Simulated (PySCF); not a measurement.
Input of a run (PBE0-D3(BJ)/def2-SVP geometry optimisation, gas phase (PySCF 2.14.0)), started from GFN2-xTB:
```
{"job": {"xc": "PBE0", "basis": "def2-SVP", "d3": "d3bj", "grid": 2, "kind": "geom"}, "charge": -1, "multiplicity": 1}
C      3.721641    -0.418464    -0.269386
Se     2.466888    -0.929390     1.120154
C      0.751833    -0.204150     0.142487
O      0.979276     0.294124    -0.928088
C     -0.353128    -0.441071     0.934801
C     -1.660658    -0.089515     0.592707
C     -2.104449     0.535643    -0.544958
C     -3.472218     0.822582    -0.742991
O     -3.994981     1.374654    -1.709012
H      3.110174     0.049227    -1.042349
H      4.224346    -1.302726    -0.654884
H      4.446968     0.286612     0.130734
H     -0.173876    -0.933454     1.882727
H     -2.418042    -0.349254     1.330129
H     -1.403524     0.821757    -1.314248
H     -4.127850     0.492370     0.102262
```

Output (energies in Eh, forces in Eh/bohr):
```
step   0  E = -2783.60915288  max force = 0.037180
step   1  E = -2783.61256961  max force = 0.015270
step   2  E = -2783.61271546  max force = 0.006359
step   3  E = -2783.61306362  max force = 0.003657
step   4  E = -2783.61306879  max force = 0.002445
step   5  E = -2783.61312337  max force = 0.001666
step   6  E = -2783.61312920  max force = 0.001063
step   7  E = -2783.61314059  max force = 0.000563
step   8  E = -2783.61314518  max force = 0.000271
optimisation converged
```

**Question.** Summarise the run.

**Answer.** The energy falls by 10.5 kJ/mol over 9 energy and gradient evaluations, the largest force component goes from 0.0372 to 2.7e-04 Eh/bohr, and the atoms move by 0.047 Å rms after alignment. The bond that changes most is Se2–C3 (ends: selenium bonded to 2 C; carbonyl carbon), which shortens by 0.069 Å. Bonds longer at the end by more than 0.005 Å: 12 of 15; shorter: 2. Among the angles that change most is O4–C3–C5, from 137.2° to 131.2°. The energy never rose by more than 1e-6 Eh on the way. The first step brought 86 % of the lowering.

**Question.** What are the final bond lengths?

**Answer.** C1–Se2 1.933 Å, Se2–C3 2.034 Å, C3=O4 1.216 Å, C3–C5 1.411 Å, C5=C6 1.403 Å, C6–C7 1.383 Å, C7=C8 1.428 Å, C8–O9 1.226 Å, C1–H10 1.105 Å, C1–H11 1.099 Å, C1–H12 1.099 Å, C5–H13 1.093 Å, C6–H14 1.102 Å, C7–H15 1.092 Å, C8–H16 1.134 Å. Numbering counts from 1 in the input's order; the species is `C[Se]C(=O)/C=C\C=C\[O-]`.

The run used 179 basis functions and 67 SCF cycles in all. Hardware: one thread, Arm Neoverse V2 (aarch64), no GPU (shared host). Cost: 2.2 min wall, 0.90 GiB resident at most.

Not checked by PBE0-D3(BJ)/def2-SVP frequencies. The geometry's basis has no diffuse functions, a weakness for an anion.

The values belong to the conformer `[CH3:1][Se:2][C:3](=[O:4])/[CH:5]=[CH:6]\[CH:7]=[CH:8]\[O-:9]`: C1–Se2–C3–O4 0°, Se2–C3–C5–C6 180°, C5–C6–C7–C8 180°.
